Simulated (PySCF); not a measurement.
A PySCF script (with the pyscf-properties extension) for the NMR shieldings of `[SiH2](O)[Si@H]1C=CCC1`, C$_{4}$H$_{10}$OSi$_{2}$, on a GFN2-xTB geometry:

```python
import basis_set_exchange as bse
import numpy as np
from pyscf import gto, dft
from pyscf.prop import nmr

atoms = """
O     3.661952    0.197774    0.527441
Si    2.373979    0.776247   -0.287820
Si    0.476939   -0.372740    0.332535
C    -0.813733    0.561473    1.332921
C    -2.024163    0.418071    0.807363
C    -2.177401   -0.435020   -0.411993
C    -0.807286   -0.667133   -1.055271
H     3.936178   -0.712634    0.480811
H     2.657664    0.687166   -1.729760
H     2.445684    2.176743    0.116010
H     0.748340   -1.666180    1.015823
H    -0.651067    1.146968    2.224279
H    -2.919567    0.861718    1.224410
H    -2.611904   -1.390881   -0.100871
H    -2.882701    0.018926   -1.113559
H    -0.659090    0.061734   -1.853563
H    -0.760823   -1.650201   -1.518666
"""
names = dict.fromkeys(["O", "Si", "C", "H"], "pcSseg-1")
basis = {el: gto.basis.parse(bse.get_basis(n, elements=[el], fmt="nwchem")) for el, n in names.items()}
mol = gto.M(atom=atoms, basis=basis, charge=0, verbose=0)
mf = dft.RKS(mol, xc="PBE0")
mf.grids.level = 2
mf.grids.alignment = dft.numint.BLKSIZE   # the property module wants whole blocks of grid points
mf.conv_tol = 1e-9
mf.kernel()

calc = nmr.RKS(mf)   # GIAO
C = mf.mo_coeff
Co = C[:, mf.mo_occ > 0]
resp = mf.gen_response(singlet=True, hermi=2)
def vind(x):   # induced exchange potential for any number of trial vectors
    d = np.einsum("pi,xij,qj->xpq", C, 2 * x.reshape(-1, C.shape[1], Co.shape[1]), Co, optimize=True)
    return np.einsum("xpq,pi,qj->xij", resp(d - d.transpose(0, 2, 1)), C, Co, optimize=True).ravel()
mo1, _ = nmr.rhf.solve_mo1(calc, with_cphf=vind)
sigma = calc.kernel(mo1)
for i, s in enumerate(sigma):   # ppm
    w = np.linalg.eigvalsh((s + s.T) / 2)
    print("%2d %-2s iso %8.1f  s11 %8.1f  s22 %8.1f  s33 %8.1f" % (i, mol.atom_pure_symbol(i), w.mean(), *w))
```

Question: What does it print?

Answer: 
```
 0 O  iso    335.2  s11    284.3  s22    345.9  s33    375.4
 1 Si iso    371.5  s11    312.7  s22    343.4  s33    458.4
 2 Si iso    383.2  s11    327.2  s22    399.2  s33    423.3
 3 C  iso     56.5  s11    -51.1  s22     58.7  s33    161.8
 4 C  iso     24.0  s11    -92.7  s22     25.0  s33    139.6
 5 C  iso    147.9  s11    125.7  s22    148.7  s33    169.4
 6 C  iso    177.2  s11    158.2  s22    174.8  s33    198.6
 7 H  iso     31.6  s11     23.4  s22     27.1  s33     44.4
 8 H  iso     26.1  s11     22.3  s22     26.0  s33     30.2
 9 H  iso     26.3  s11     22.9  s22     25.8  s33     30.1
10 H  iso     27.0  s11     24.1  s22     24.8  s33     32.0
11 H  iso     25.6  s11     24.3  s22     25.4  s33     27.0
12 H  iso     24.7  s11     23.1  s22     24.2  s33     26.7
13 H  iso     29.1  s11     24.6  s22     27.4  s33     35.4
14 H  iso     29.0  s11     23.8  s22     27.6  s33     35.6
15 H  iso     31.0  s11     25.2  s22     29.7  s33     38.2
16 H  iso     30.6  s11     25.7  s22     28.4  s33     37.7
```

These numbers come from an equivalent density-fitted implementation of the same equations, which agrees with the script to about 0.01 ppm for H and up to a few tenths of a ppm for heavy atoms, so last digits may differ.

Question: Turn these shieldings into chemical shifts. Chemical shifts δ = σref − σ; H2O for $^{17}$O (σref 336.08); TMS for $^{29}$Si (σref 349.16), $^{13}$C (σref 186.93), $^{1}$H (σref 31.72), all at this level.

Answer: Averaging equivalent atoms: O 0: 0.9; Si 1: -22.4; Si 2: -34.1; C 4: 163.0; C 3: 130.4; C 5: 39.0; C 6: 9.7; H 12: 7.03; H 11: 6.11; H 8: 5.57; H 9: 5.43; H 10: 4.76; H 14: 2.72; H 13: 2.57; H 16: 1.11; H 15: 0.70; H 7: 0.09 ppm. Experimental scales use liquid or dissolved standards, which lie at an offset from isolated H2O (liquid H2O: subtract about 36 ppm).

Size and cost of the density-fitted run: 183 basis functions, 54 s wall time on 1 thread of an Intel Xeon, shared host; peak memory 0.83 GiB.
